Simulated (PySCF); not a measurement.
A side-by-side comparison of computed properties.

First species: C9H10S.
Z-matrix (Å and degrees, GFN2-xTB geometry), rows numbered from 1:
```
C 
C   1  1.4962
S   2  1.6364  1  118.58
C   2  1.4569  1  118.05  3   176.90
C   4  1.4025  2  117.69  1   -33.21
C   5  1.3778  4  121.68  2  -177.99
C   6  1.3855  5  119.57  4    -1.39
C   7  1.3813  6  119.45  5     0.22
C   8  1.3901  7  122.10  6     0.90
C   9  1.4947  4  123.22  2    -2.48
H   1  1.0874  2  109.66  3    23.97
H   1  1.0886  2  111.41  3   145.80
H   1  1.0914  2  110.03  3   -93.99
H   5  1.0788  4  119.38  2    -0.34
H   6  1.0797  5  119.96  4   178.84
H   7  1.0798  6  120.38  5  -179.53
H   8  1.0806  7  119.32  6  -179.35
H  10  1.0893  9  110.04  4    81.13
H  10  1.0878  9  110.23  4  -159.35
H  10  1.0880  9  111.66  4   -37.95
```

Second species: C4H15NOSi3.
SMILES: `N[SiH2][SiH2]O[C@H]1CCC[SiH2]1`

Levels: PBE0/pcSseg-1 for HOMO energy, LUMO energy and HOMO–LUMO gap. Geometries: GFN2-xTB. Each species is one conformer at its optimised geometry, gas phase, non-relativistic unless stated; the electronic structure was computed with PySCF and density fitting.

Dipoles, sizes and rotational constants follow the conformer. The torsions of the flexible species, by atom-mapped SMILES:
- `[CH3:1][C:2](=[S:3])[c:4]1[cH:5][cH:6][cH:7][cH:8][c:9]1[CH3:10]`: C1–C2–C4–C5 -33°

The conformers of `N[SiH2][SiH2]O[C@H]1CCC[SiH2]1` aren't listed.

| property | column X | column Y |
| --- | --- | --- |
| HOMO energy | -6.19 eV | -7.04 eV |
| LUMO energy | -2.37 eV | -0.40 eV |
| HOMO–LUMO gap | 3.82 eV | 6.64 eV |

(1) Which column belongs to which species?

(2) How does each property change from the first species to the second?

Answers

(1) Column X is the first species and column Y the second. The first has 20 atoms and 80 electrons, the second 24 and 96.

(2) HOMO energy -0.85 eV; LUMO energy +1.97 eV; HOMO–LUMO gap +2.82 eV.

